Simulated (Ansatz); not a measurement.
`CO[SiH](F)[SiH3]` + H–F → `F[SiH](F)[SiH3]` + CH₃OH at 500 K and 1 bar (ligand exchange at the Si–O bond).

Computed with Ansatz on PBE0-D4/def2-TZVP structures; ΔE is electronic, products minus reactants. CBS: MP2 limit from def2 TZ/QZ plus the TZ coupled-cluster correction, frozen cores. This one scheme is used for every species. One conformer a species, not always the lowest.

```json
{"species": "`CO[SiH](F)[SiH3]`", "CCSD(T)/CBS energy (Eh)": "-795.47815", "H − E (kJ/mol)": "262.6", "S (J/(mol·K))": "456.6"}
{"species": "H–F", "CCSD(T)/CBS energy (Eh)": "-100.39570", "H − E (kJ/mol)": "39.4", "S (J/(mol·K))": "188.7"}
{"species": "`F[SiH](F)[SiH3]`", "CCSD(T)/CBS energy (Eh)": "-780.26920", "H − E (kJ/mol)": "145.2", "S (J/(mol·K))": "389.1"}
{"species": "CH₃OH", "CCSD(T)/CBS energy (Eh)": "-115.61712", "H − E (kJ/mol)": "157.0", "S (J/(mol·K))": "265.4"}
```

H − E and S are ideal-gas, rigid-rotor, harmonic terms from PBE0-D4/def2-TZVP, for one conformer and one mirror image of each species. 1 Eh = 2625.50 kJ/mol, R = 8.31446 J/(mol·K).

By hand: ΔE, ΔH, ΔS and ΔG.

ΔE = (-780.26920) + (-115.61712) − (-795.47815) − (-100.39570) = -0.01247 Eh = -32.7 kJ/mol. Δ(H − E) = 145.2 + 157.0 − 262.6 − 39.4 = 0.2, so ΔH = -32.5 kJ/mol. ΔS = 389.1 + 265.4 − 456.6 − 188.7 = 9.2 J/(mol·K). ΔG = -32.5 − 500 × (9.2)/1000 = -37.1 kJ/mol.

By hand: the equilibrium constant, and the temperature at which ΔG would vanish if ΔH and ΔS stayed fixed.

log₁₀ K = −ΔG/(RT ln 10) = 3.9. ΔH and −TΔS have one sign here, so there is no such temperature.

The number of gas molecules stays the same, so ΔS is small and ΔH decides. A doubt of 5 kJ/mol in ΔE shifts log₁₀ K by 0.5 here. Other conformers and mirror images would add mixing entropy, several J/(mol·K) or more a flexible species. These are equilibria of isolated gas molecules and say nothing of rates. Largest T1 diagnostic: 0.013 (customary marks: 0.02 for closed shells, 0.045 for open ones).

ΔS is within the doubt of such terms, so its sign, and with it that verdict, could turn.
